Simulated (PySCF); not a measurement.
Species: CH₁₀O₂Si₃.
Atom-mapped SMILES: `[CH3:1][O:2][Si@@H:3]([SiH3:4])[O:5][SiH3:6]` (hydrogens: H7, H8, H9 on C1; H10 on Si3; H11, H12, H13 on Si4; H14, H15, H16 on Si6)

A linear-response calculation (PySCF, def2-SVPD basis, gas phase, vertical, core orbitals frozen in the response) gave these numbers; the functional is withheld.

Orbital energies (eV): HOMO-3 -9.43, HOMO-2 -8.83, HOMO-1 -8.47, HOMO -7.91, LUMO -0.31, LUMO+1 0.13, LUMO+2 0.47.

```json
{"state": "S1", "E (eV)": "6.42", "f": "0.011", "main configurations (H = HOMO, L = LUMO)": "H→L (97%)"}
{"state": "S2", "E (eV)": "6.79", "f": "0.026", "main configurations (H = HOMO, L = LUMO)": "H→L+1 (95%)"}
{"state": "S3", "E (eV)": "7.04", "f": "0.0096", "main configurations (H = HOMO, L = LUMO)": "H-1→L (88%)"}
{"state": "S4", "E (eV)": "7.26", "f": "0.0040", "main configurations (H = HOMO, L = LUMO)": "H-2→L (74%), H→L+2 (12%)"}
{"state": "S5", "E (eV)": "7.33", "f": "0.0017", "main configurations (H = HOMO, L = LUMO)": "H→L+2 (64%), H-1→L+1 (23%)"}
{"state": "S6", "E (eV)": "7.35", "f": "0.0095", "main configurations (H = HOMO, L = LUMO)": "H-1→L+1 (66%), H→L+2 (16%)"}
```

Triplets (Tamm–Dancoff): T1 5.78 eV, H→L (80%); T2 6.02 eV, H→L+1 (87%); T3 6.76 eV, H-1→L (80%), H-2→L (10%); T4 6.91 eV, H→L+3 (48%), H-2→L (20%).

Vertical ionisation energy by ΔSCF with the same functional: 9.70 eV. Mean static polarisability: 102.5 au.

Problem. Name the functional.
A. CAM-B3LYP
B. HF
C. PBE
D. PBE0

Solution. D. PBE0 is a global hybrid with 25% exact exchange. In this run −ε(HOMO) = 7.91 eV differs from the ΔSCF value by -1.78 eV, and S1 differs from the orbital gap of 7.60 eV by -1.18 eV. The ratio −ε(HOMO)/IP is 0.82. Usual ranges for neutral molecules in this basis: 0.7 to 0.83 with PBE0, 0.5 to 0.7 with PBE, 0.85 to 0.93 with CAM-B3LYP; Hartree–Fock can't fall below 1, since the ion's relaxation only lowers the ΔSCF value.

Level of theory: TDDFT PBE0/def2-SVPD, vertical, gas phase, core orbitals frozen in the response (PySCF 2.14.0, density-fitted response routines). One conformer (not necessarily the lowest) at the PBE0-D3(BJ)/def2-SVP geometry, without solvent, vibrations or thermal averaging.

Hardware: an Arm Neoverse N1 with one thread, on a shared host. Cost: 7.8 min of wall time, 0.93 GiB resident at most.

The values belong to the conformer `[CH3:1][O:2][Si@@H:3]([SiH3:4])[O:5][SiH3:6]`: C1–O2–Si3–Si4 176°, O2–Si3–O5–Si6 -62°.
